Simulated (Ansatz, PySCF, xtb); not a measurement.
Reaction (SMILES): OB(O)O[Si](O)(O)O + 7 [H][H] (H2) -> B (BH3) + 6 O (H2O) + [SiH4] (SiH4)
Geometries: B3LYP-D3(BJ)/def2-TZVP minima from Ansatz (a first-principles code), one conformer each, not searched for the lowest. Frequencies are from Ansatz or PySCF.
Geometry of the first species:
SMILES: OB(O)O[Si](O)(O)O
```xyz
13

O     -1.8848    -0.6501     0.9789
B     -1.7122     0.1975    -0.1062
O     -2.7374     0.8332    -0.7531
O     -0.4533     0.4007    -0.5600
Si     1.0429    -0.0491    -0.0345
O      0.9139    -1.4211     0.8315
O      2.0201    -0.2442    -1.3246
O      1.6967     1.1267     0.8835
H     -2.7837    -0.7704     1.2934
H     -3.6208     0.6663    -0.4171
H      0.0567    -1.5507     1.2545
H      1.7650    -0.8790    -1.9979
H      2.1011     1.8712     0.4318
```
Charge 0, spin multiplicity 1.

Wanted: energy of full hydrogenation (enthalpy at 298 K, with B3LYP-D3(BJ) rigid-rotor harmonic-oscillator terms), in kcal/mol. Cores are frozen in the correlated levels unless marked. Spin-orbit coupling is left out. Non-relativistic. CBS marks a two-point X^-3 extrapolation of the correlation energy; Hartree-Fock from the larger set.

```json
[
 {"level": "GFN2-xTB", "program": "xtb", "energy of full hydrogenation (kcal/mol)": "135.0"},
 {"level": "wB97X-V/def2-TZVPD", "program": "Ansatz", "energy of full hydrogenation (kcal/mol)": "179.3"}
]
```

Problem. Estimate the value at CCSD(T)/CBS(cc-pV(T+d)Z,cc-pV(Q+d)Z) as computed with Ansatz.

Solution. 186.7 kcal/mol
